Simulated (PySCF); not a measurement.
B(CCH)(Me)(OH) (C3H5BO), SMILES C#CB(C)O. The structure is a stationary point at PBE0-D3(BJ)/def2-SVP. The structure was generated by enumeration, and PubChem lists no compound with its InChIKey, so it may never have been made. The values are those of a single conformer.

Question: Give the equilibrium geometry at PBE0-D3(BJ)/def2-SVP (PySCF confirms it by a frequency run) as bond lengths and angles, and its point group. (Estimate from the structure and the level; the computed values follow.)

Answer: One answer among several that fit: point group Cs.
Atoms: B1 C2 C3 H4 C5 H6 H7 H8 O9 H10. Bonds (Å): B1–C2 1.548, B1–C5 1.566, B1–O9 1.357, C2–C3 1.218, C3–H4 1.076, C5–H6 1.099, C5–H7 1.103, C5–H8 1.103, O9–H10 0.964. Angles (°): C2–B1–C5 121.5, C2–B1–O9 119.2, C5–B1–O9 119.4, B1–C2–C3 180.0, C2–C3–H4 179.7, B1–C5–H6 112.4, B1–C5–H7 110.2, B1–C5–H8 110.2, H6–C5–H7 109.0, H6–C5–H8 109.0, H7–C5–H8 105.8, B1–O9–H10 112.5.
